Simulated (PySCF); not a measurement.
The numbers are results of M06-2X/def2-TZVP // B3LYP-D3(BJ)/def2-TZVP in PySCF 2.14.0, not measurements. All species are isolated molecules in the gas phase. One relaxed conformer stands for a flexible species; it need not be the lowest. Excitations are Tamm–Dancoff values on a coarser integration grid. The basis has no diffuse functions, so Rydberg states are missing or too high.

Reference species (SMILES): `C=C(C#N)C[SiH3]` (neutral, multiplicity 1).

| Property | Result |
|---|---|
| T1 excitation (TDA) | 3.99 eV |
| brightest of the four lowest singlets (TDA) | 6.52 eV |

Changed species: `C/C(C#N)=C\[SiH3]`.

Q: Predict the effect on the T1 excitation (TDA) and brightest of the four lowest singlets (TDA).

A: the T1 excitation (TDA) falls by 0.11 eV, to 3.88 eV; the brightest of the four lowest singlets (TDA) falls by 0.19 eV, to 6.33 eV.
